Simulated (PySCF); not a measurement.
P⁺: excitation energy

P⁺ [Ne] 3s2 3p2 (3P) → P⁺ [Ne] 3s1 3p3 (5S), as a difference of total energies. Calculation: PySCF 2.14, in aug-cc-pwCVTZ; the non-relativistic Hamiltonian (point nucleus). Correlated levels: valence: [Ne] frozen. The calculations carry no spin-orbit coupling.

| method | excitation energy (eV) | error (eV) |
| --- | --- | --- |
| UHF | 3.894 | -1.733 |
| MP2 (valence) | 4.992 | -0.635 |
| SCS-MP2 (valence) | 5.516 | -0.111 |
| CCSD (valence) | 5.299 | -0.328 |
| CCSD(T) (valence) | 5.353 | -0.274 |

Reference: 5.627 eV (measured; NIST levels, between the centres of gravity of the two terms).

Errors of the correlated levels include the incompleteness of this basis and the frozen core.
